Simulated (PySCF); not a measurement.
Compound: 3-methylstyrene, C9H10.
Cartesian coordinates in Å at the PBE0-D3(BJ)/def2-SVP level; atoms count from 1:
```xyz
19
C9H10 angstrom
C      3.3309   -0.7934   -0.3687
C      2.0519   -1.1584   -0.2200
C      0.8825   -0.2784   -0.0982
C      0.9713    1.1213   -0.1308
C     -0.1746    1.8987   -0.0093
C     -1.4244    1.3011    0.1457
C     -1.5471   -0.0927    0.1821
C     -2.8913   -0.7402    0.3529
C     -0.3857   -0.8584    0.0582
H      4.1218   -1.5422   -0.4490
H      3.6407    0.2541   -0.4162
H      1.8224   -2.2294   -0.1804
H      1.9419    1.6062   -0.2520
H     -0.0947    2.9882   -0.0366
H     -2.3177    1.9249    0.2393
H     -2.8183   -1.8363    0.3245
H     -3.5885   -0.4274   -0.4403
H     -3.3493   -0.4583    1.3144
H     -0.4636   -1.9496    0.0840
```

Linear response at wB97X-D/def2-SVPD (PySCF, frozen core in the response, non-relativistic).

Static isotropic polarisability: 110.83 au (16.42 Å³), principal values 65.0, 109.7, 157.8 au.

(1) What is the polarisability at 1064 nm and at the sodium D line?

(2) What is the isotropic C6 coefficient between two such molecules, C6 = (3/π)∫α(iω)² dω?

(3) Which effective excitation energy ω̄ makes London's formula C6 = (3/4)α²ω̄ exact here?

(4) What molar refraction at the D line follows from R = (4π/3)·N_A·α′, with α′ the polarisability volume?

(5) How many electrons N does the Slater–Kirkwood formula C6 = (3/4)·√N·α^(3/2) need to give this C6?

(6) The lowest 6 singlets have (eV, f): 4.99, 0.040; 5.07, 0.306; 6.26, 0.487; 6.49, 0.409; 6.85, 0.009; 7.18, 0.000. What share of the static polarisability do they carry in the sum over states α = Σ f/ω²?

Answers

(1) 112.56 au at 1064 nm (+1.6 %), 116.95 au at 589.3 nm (+5.5 %). The rise at 589.3 nm is 3.54 times that at 1064 nm; a pure ω² law gives 3.26. The lowest singlet lies at 248 nm, shorter than both wavelengths.

(2) 4303 au (Eh·bohr⁶) by a ten-point quadrature over imaginary frequencies, which is 2570 eV·Å⁶ or 248 J·nm⁶/mol.

(3) ω̄ = 4·C6/(3α²) = 0.467 Eh = 12.7 eV. A one-pole form α(ω) = α/(1 − ω²/ω̄²) fitted to the 1064 nm value gives 9.4 eV.

(4) α′ = 17.33 Å³ gives R = 43.72 cm³/mol, for isolated, non-vibrating species.

(5) N = (4·C6/3)²/α³ = 24.2; the species has 64 electrons in all.

(6) 26.55 au, 24.0 % of α; the largest term, 9.20 au, is that of the state at 6.26 eV. Their oscillator strengths add up to 1.25. Higher states carry the rest.

One conformer stands for the species.

wB97X-D is run here without its empirical dispersion term; that term would change no orbital, density or response property at a fixed geometry.
